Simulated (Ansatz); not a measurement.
Reaction (isomerisation): `[GeH3][O]C1CO1` → `[CH3][GeH2][C](=O)O`

Isolated molecules relaxed with PBE0-D4/def2-TZVP in Ansatz; ΔE leaves out vibrations. CCSD(T)/CBS is the MP2 limit (def2-TZVPP, def2-QZVPP) plus CCSD(T) − MP2 in def2-TZVPP, frozen cores. Functionals use def2-TZVPP. B3LYP here is the variant with VWN-RPA as its local correlation; programs differ in this. For Ge outer-core shells are correlated without core-valence functions, which leaves a few kJ/mol of doubt a bond. Scalar relativity is left out up to krypton. One conformer a species, not always the lowest.

| level | ΔE (kJ/mol) | difference from CCSD(T)/CBS |
| --- | --- | --- |
| PBE-D4 | -161.5 | -3.4 |
| PBE0-D4 | -153.8 | 4.3 |
| ωB97X-V | -147.4 | 10.7 |
| PBE0 | -153.8 | 4.3 |
| B3LYP | -163.1 | -5.0 |
| HF/def2-TZVPP | -151.5 | 6.6 |
| MP2/def2-TZVPP | -159.0 | -0.9 |
| CCSD(T)/def2-TZVPP | -158.1 | 0.0 |
| SCS-MP2/def2-QZVPP | -153.3 | 4.8 |
| HF/CBS(def2) | -148.7 | 9.4 |
| CCSD(T)/CBS | -158.1 | 0 |

Largest T1 diagnostic among the species: 0.014.

From PBE to PBE0 (25 % exact exchange), in def2-TZVPP and without D4, ΔE moves by +7.7 kJ/mol. In def2-TZVPP, CCSD(T) changes the Hartree–Fock value by −6.5 kJ/mol (the triples alone add −3.0 kJ/mol) and MP2 by −7.4 kJ/mol.
